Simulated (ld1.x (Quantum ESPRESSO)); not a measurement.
LDA (PZ) TM dataset for Pd, scalar-relativistic all-electron reference.

| Quantity | Value |
| --- | --- |
| Element | palladium (Pd) |
| Generator | ld1.x (Quantum ESPRESSO) 7.5 |
| Type | norm-conserving Troullier–Martins (Kleinman–Bylander form) |
| Functional | LDA (PZ) |
| Relativity | scalar-relativistic |
| Frozen core | [Ar] 3d10 |
| Valence charge | 18 |
| Reference configuration | 4s2 4p6 4d9 5s0 5p0 (charge +1) |
| Partial waves | 4s (bound): rc 1.70 bohr; 4p (bound): rc 1.25 bohr; 4d (bound): rc 1.20 bohr |
| Local potential | the d channel |
| Core correction | Bessel-smoothed model core inside 0.95 bohr |

Poles of the logarithmic derivatives, all-electron (AE) and pseudo (PS). s: poles at -6.8 (AE) and -6.8, 2.9 (PS) Ry. p: poles at -4.1 (AE) and -4.1 (PS) Ry. d: poles at 0.2 (AE) and 0.2 (PS) Ry. Test radius 1.85 bohr.

* Cutoffs needed: 90 Ry and 140 Ry (the cutoffs (Ry, on a coarse ladder) from which the occupation-weighted sum of valence levels, in a spherical-Bessel basis at the reference potential, stays within 10 and 1 mRy of its value at 400 Ry)
* Ghost test: no extra level below or beside the all-electron valence levels (s, p, d, f tested) (spherical-Bessel basis up to 400 Ry, 20 bohr box)
* Largest excitation error: -36 meV (all-electron minus pseudo) for 4s2 4p5 4d10 5s0 5p0, out of 7 test configurations
